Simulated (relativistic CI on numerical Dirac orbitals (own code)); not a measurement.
**Co⁴⁺ in a cubic cluster: L2,3 absorption with charge transfer**

Computed with a charge-transfer multiplet model of a cubic metal-ligand cluster with up to 3 ligand holes, Slater and spin-orbit integrals from Dirac-Coulomb-Breit ions, Slater integrals scaled by 0.9. The ground state mixes d5 with configurations of k ligand holes L, whose averages lie at kΔ + k(k − 1)U_dd/2; a core hole lowers each added d electron by U_cd. 20 K, Lorentzian 0.4 eV and Gaussian 0.3 eV FWHM.

Atomic integrals in eV (Slater integrals scaled, ζ unscaled), ground: F2dd 12.224, F4dd 7.677, zeta_d 0.080; with the core hole: F2dd 12.888, F4dd 8.096, zeta_d 0.102, zeta_core 9.658, F2cd 7.721, G1cd 5.944, G3cd 3.382.

Cluster parameters (eV): Δ = 2.6, U_dd = 5.9, U_cd = 6.9, 10Dq(ligand) = 1, V(eg) = 2.75, V(t2g) = -1.38, final-state hopping factor = 1.

```tsv
Case	n_d	d5	d6L	d7L2	d8L3	S
10Dq = -0.5 eV	5.37	0.66	0.31	0.03	0.00	2.50
10Dq = 0.4 eV	5.35	0.68	0.29	0.03	0.00	2.50
10Dq = 1.3 eV	5.33	0.69	0.28	0.02	0.00	2.50
```

Weights, n_d and S are thermal averages at 20 K. Photon energies count from the first peak over 30 % of the highest in each spectrum, which can be another peak from case to case. The parameters are a model scan and need not match a compound or its usual spin state. A negative ionic 10Dq is a model choice; hopping adds the covalent part of the field. Peaks in eV (height, largest 100):
- 10Dq = -0.5 eV: 0.0 (100), 1.2 (48), 3.2 (9), 4.6 (9), 14.7 (18), 16.9 (24)
- 10Dq = 0.4 eV: -1.7 (19), 0.0 (100), 3.6 (8), 4.1 (9), 5.4 (8), 14.2 (13), 15.2 (11), 16.2 (15), 17.0 (18)
- 10Dq = 1.3 eV: 0.0 (31), 2.3 (100), 3.6 (27), 5.8 (9), 7.8 (7), 15.9 (12), 18.1 (18), 19.2 (12)

For the case 10Dq = 0.4 eV, Δ = 2.6 eV is smaller than U_dd = 5.9 eV, the charge-transfer side of the Zaanen-Sawatzky-Allen scheme. With the core hole the configuration with one ligand hole lies at Δ + U_dd − U_cd = 1.6 eV above the one without, against Δ in the ground state. The added d electron screens the hole, so the order of the configurations is kept and charge-transfer satellites are weaker than in photoemission.
